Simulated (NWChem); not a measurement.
Molecule: CH$_{3}$ClMgO; SMILES C[O][Mg][Cl]

```xyz
7

Mg     0.0652    -0.3409    -0.0003
Cl     0.5141    -2.4925     0.0010
O     -0.2943     1.3815    -0.0013
C     -0.5745     2.7263    -0.0021
H     -1.1585     3.0303     0.8892
H      0.3458     3.3435    -0.0069
H     -1.1659     3.0277    -0.8894
```
Atoms are numbered in this order, from 1.

Program: NWChem. Pople sets run with spherical d functions. STO-3G and 3-21G are far too small for this property and stand as cheap habits. Coordinates come from a PBE0/def2-SVP optimisation. B3LYP is NWChem's, with the RPA form of VWN correlation. GIAO values for the isolated, static molecule; σ is the absolute isotropic shielding, δ = σ(reference) − σ with the isolated reference molecule computed at the same levels (13C: tetramethylsilane, 1H: tetramethylsilane, 17O: water).

```json
[
 {"level": "Hartree-Fock/STO-3G", "σ Mg1 (ppm)": "543.9", "σ Cl2 (ppm)": "1223.4", "δ O3 (ppm)": "-111.0", "δ C4 (ppm)": "45.5", "δ H5 (ppm)": "1.15"},
 {"level": "B3LYP/6-311G**", "σ Mg1 (ppm)": "530.1", "σ Cl2 (ppm)": "1082.9", "δ O3 (ppm)": "-15.0", "δ C4 (ppm)": "55.8", "δ H5 (ppm)": "4.00"},
 {"level": "BHandHLYP/pcSseg-1", "σ Mg1 (ppm)": "?", "σ Cl2 (ppm)": "?", "δ O3 (ppm)": "?", "δ C4 (ppm)": "?", "δ H5 (ppm)": "?"}
]
```

Fill in the missing entries.


- BHandHLYP/pcSseg-1, σ Mg1 (ppm): 534.8
- BHandHLYP/pcSseg-1, σ Cl2 (ppm): 1137.9
- BHandHLYP/pcSseg-1, δ O3 (ppm): -48.3
- BHandHLYP/pcSseg-1, δ C4 (ppm): 54.2
- BHandHLYP/pcSseg-1, δ H5 (ppm): 3.82
